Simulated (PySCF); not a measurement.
Species: CH7AsGe.
Geometry (PBE0-D3(BJ)/def2-SVP, Å), atoms numbered from 1 in this order:
```
atom  x, y, z in Å
C1    -1.211    0.676   -0.171
Ge2   -0.278   -1.041   -0.121
As3    2.136   -0.799    0.022
H4    -2.298    0.519   -0.231
H5    -0.889    1.257   -1.047
H6    -0.987    1.255    0.737
H7    -0.738   -1.864    1.100
H8    -0.591   -1.857   -1.393
H9     2.143    0.262   -1.076
H10    2.013    0.260    1.114
```

Theory: EOM-IP-CCSD/aug-cc-pVDZ in PySCF, restricted Hartree–Fock reference, frozen core, non-relativistic, gas phase, PBE0-D3(BJ)/def2-SVP geometry.

Hartree–Fock orbital energies give these Koopmans values (eV): HOMO 9.54, HOMO-1 11.28, HOMO-2 12.30, HOMO-3 12.34, HOMO-4 13.55, HOMO-5 15.28, HOMO-6 15.41, HOMO-7 18.48.

Problem. What vertical ionisation energies does EOM-IP-CCSD give?

Solution. 
| leading hole (HF orbital) | Koopmans (eV) | EOM-IP-CCSD (eV) | change (eV) | one-hole share |
| --- | --- | --- | --- | --- |
| HOMO | 9.54 | 9.22 | -0.32 | 0.96 |
| HOMO-1 | 11.28 | 10.73 | -0.55 | 0.95 |
| HOMO-2 | 12.30 | 11.50 | -0.80 | 0.94 |
| HOMO-3 | 12.34 | 11.56 | -0.78 | 0.94 |
| HOMO-4 | 13.55 | 12.79 | -0.76 | 0.94 |
| HOMO-5 | 15.28 | 14.18 | -1.10 | 0.94 |
| HOMO-6 | 15.41 | 14.32 | -1.09 | 0.94 |
| HOMO-7 | 18.48 | 16.73 | -1.75 | 0.85 |

Problem. Does the order of the lines follow the orbital energies?

Solution. Yes, no two lines change places. The corrections run from -1.75 to -0.32 eV, with a mean of -0.89 eV over the 8 lines; no line lies above its Koopmans value.

Problem. At what kinetic energies would He I light (21.22 eV) eject these electrons?

Solution. 12.00 eV (HOMO), 10.49 eV (HOMO-1), 9.72 eV (HOMO-2), 9.66 eV (HOMO-3), 8.43 eV (HOMO-4), 7.04 eV (HOMO-5), 6.90 eV (HOMO-6), 4.49 eV (HOMO-7).

Problem. What total energy has the lowest final state, and which wavelength reaches it?

Solution. E(CCSD) + ionisation energy = -4351.94287 + 0.33874 = -4351.60413 Eh, at the geometry of the initial state. The threshold wavelength is 1239.84 eV nm/9.22 eV = 134.5 nm.

Lines less than 0.15 eV apart could change places at a higher level. One root was sought for each valence orbital with −ε under 21 eV, eight at most, so deeper holes and satellites are missing; no vibrational structure.

One conformer stands for the species.
